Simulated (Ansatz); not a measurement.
One change: `C[SiH](C)P` becomes `C[SiH](C)[SnH3]`.

Ansatz, PBE0-D4/def2-TZVP geometries, multiplicity 1. Each molecule was computed in one conformer, which needn't be the lowest.

Elements past krypton have def2 core potentials.

| property | `C[SiH](C)P` |
| --- | --- |
| HOMO energy (PBE/def2-TZVPP) / eV | -6.10 |
| LUMO energy (PBE0/def2-TZVPP) / eV | 0.51 |
| size of the dipole moment (B3LYP/def2-TZVPP) / D | 1.46 |
| HOMO–LUMO gap (B3LYP/def2-TZVPP) / eV | 7.25 |
| HOMO energy (B3LYP/def2-TZVPP) / eV | -6.99 |
| size of the dipole moment (ωB97M-V/def2-TZVPP) / D | 1.46 |

(1) What does the change do to each property? (An estimate is asked.)

Answers

(1) Computed: 
```json
{"property": "HOMO energy (PBE/def2-TZVPP) / eV", "`C[SiH](C)[SnH3]`": "-6.37", "shift": "-0.27"}
{"property": "LUMO energy (PBE0/def2-TZVPP) / eV", "`C[SiH](C)[SnH3]`": "0.23", "shift": "-0.28"}
{"property": "size of the dipole moment (B3LYP/def2-TZVPP) / D", "`C[SiH](C)[SnH3]`": "1.68", "shift": "0.22"}
{"property": "HOMO–LUMO gap (B3LYP/def2-TZVPP) / eV", "`C[SiH](C)[SnH3]`": "7.25", "shift": "0.00"}
{"property": "HOMO energy (B3LYP/def2-TZVPP) / eV", "`C[SiH](C)[SnH3]`": "-7.24", "shift": "-0.25"}
{"property": "size of the dipole moment (ωB97M-V/def2-TZVPP) / D", "`C[SiH](C)[SnH3]`": "1.65", "shift": "0.19"}
```

With PBE0 the HOMO falls by 0.21 eV and the LUMO falls by 0.28 eV, so the gap narrows by about 0.07 eV. PBE moves the HOMO by -0.27 eV and ωB97M-V by -0.11 eV. Dipoles are sizes alone; their direction can turn.

B3LYP here is the variant with VWN-RPA as its local correlation; programs differ in this.

Positive LUMOs are unbound, so they and the gaps depend on the basis.
